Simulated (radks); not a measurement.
The numbers below are computed, except where a source is named.
Spin polarisation of the 2p1 shell in C+. Start: [He] 2s2 2p(up 0.5, down 0.5); electrons of 2p are moved from spin down to spin up, other shells keep equal spins. Code: a radial shooting solver on a logarithmic mesh with Libxc functionals. Model: non-relativistic Kohn-Sham, r2SCAN, spin-polarised, spherical densities, point nucleus; meta-GGA in the generalised Kohn-Sham scheme.

moment (Bohr magnetons)  E - E(0) (eV)  e(2p up) (eV)  e(2p down) (eV)  2s down minus up (eV)  1s down minus up (eV)
0                                0.000        -16.758          -16.758                 0.000                 0.000
0.25                            -0.037        -17.045          -16.448                  0.603                  0.168
0.5                             -0.149        -17.308          -16.117                  1.212                  0.337
0.75                            -0.335        -17.549          -15.773                  1.832                  0.505
1                               -0.591        -17.767          -15.461                  2.462                  0.672

At moment 1 the spin-polarisation energy is -0.591 eV and the 2p exchange splitting 2.307 eV, that is 2.307 eV per Bohr magneton; E = -I m^2/4 would give I = 2.365 eV.
